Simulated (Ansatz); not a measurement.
```xyz
5

S    -0.916    0.384   -1.480
In    1.006    0.411    0.009
S     0.737   -0.783    2.107
H    -0.307    1.125   -2.420
H    -0.521   -1.136    1.785
```

The species carries charge 0 and has multiplicity 2. In takes the def2 core potential.

**Question.** List the ωB97M-V/def2-TZVPP orbital energies in eV (Ansatz 0.2.0). (Estimate.)

**Answer.** Ansatz gave: α occupied: -2426.78, -2426.71, -220.74, -220.67, -163.84, -163.82, -163.78, -163.72, -163.67, -163.60, -131.77, -88.13, -88.02, -87.93, -24.75, -24.72, -24.50, -24.45, -24.44, -22.60, -22.28, -14.27, -13.64, -12.80, -10.62, -10.04, -9.54, -8.21. α empty: -0.01, 1.10, 1.21, 2.11, 2.58, 2.79, 3.77, 4.24. β occupied: -2426.75, -2426.68, -220.70, -220.64, -163.80, -163.74, -163.70, -163.65, -163.64, -163.58, -131.72, -88.08, -87.95, -87.91, -24.63, -24.62, -24.40, -24.39, -24.33, -22.43, -22.12, -13.93, -13.51, -12.33, -10.05, -9.96, -9.46. β empty: -2.09, 0.13, 1.14, 1.27, 2.16, 2.64, 2.96, 4.08. ⟨S²⟩ = 0.755.
